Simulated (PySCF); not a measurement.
Job for PySCF: R-BP86/6-31G* on CH5NSi (SMILES C[Si]N), a point of a bond scan (R = 1.640 Å).

```python
from pyscf import gto, scf, dft, mp
from pyscf.data.elements import chemcore

mol = gto.M(
    atom='''
    Si   -0.27695795   -0.02987367    0.65336335
    C     0.58141634    1.33956110   -0.37080899
    H    -0.09097363    2.80345328   -0.06548057
    H     0.57862855    1.17210013   -1.45148118
    H     1.62575435    1.40795972   -0.04206701
    N    -0.21931976   -1.29505645   -0.50310454
    H     0.15769451   -1.23076375   -1.43932500
    H    -0.57108211   -2.21852540   -0.30037125
    ''',
    basis='6-31g*',
    cart=True,
    charge=0, spin=0, verbose=3, max_memory=1800)
mf = dft.RKS(mol, xc='b88,p86')
mf.conv_tol = 1e-8
mf.max_cycle = 100
mf.kernel()
if not mf.converged:
    mf = mf.newton().run(mf.mo_coeff, mf.mo_occ)
```

Question: Predict the final total energy.

Answer: -385.2894 hartree.
